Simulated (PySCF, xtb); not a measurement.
Ge(Cl)3(OSiH3) (Cl₃GeH₃OSi), SMILES [SiH3][O][Ge]([Cl])([Cl])[Cl]. One conformer was computed; it need not be the lowest.

Harmonic wavenumbers (cm⁻¹) from GFN2-xTB in xtb 6.7.1 at its own minimum, in rising order: 18, 45, 56, 111, 112, 134, 180, 183, 318, 371, 378, 403, 614, 626, 740, 773, 806, 906, 2245, 2262, 2296.

### Question
What does PBE0-D3(BJ)/def2-SVP (PySCF) give at its own minimum? (The exact figures need the calculation; the answer reports its results.)

### Answer
12, 71, 72, 131, 135, 164, 216, 230, 403, 464, 471, 560, 719, 730, 946, 950, 964, 1015, 2249, 2253, 2276. Paired by order, the mean absolute difference is 72 cm⁻¹ and the zero-point energies are 19.4 and 21.5 kcal/mol.
